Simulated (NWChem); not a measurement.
Molecule: ZrH4; SMILES [ZrH4]

Computed with NWChem. Structure relaxed at the PBE0/def2-SVP level. def2 effective core potentials on Zr; no spin-orbit coupling. Level B3LYP/def2-TZVP: energy and gradient; each run changes one setting, and changes count from the defaults (medium grid, exact Coulomb integrals, symmetry on).

```csv
setting,size of the energy change (μHa),largest change of a gradient component (μHa/bohr),"time, defaults = 1 (rough)"
defaults,< 10,< 30,about 1
extra-fine grid,< 10,30,2
tight SCF thresholds and tolerances,< 10,< 30,about 1
Becke weights,< 10,30,about 1
```
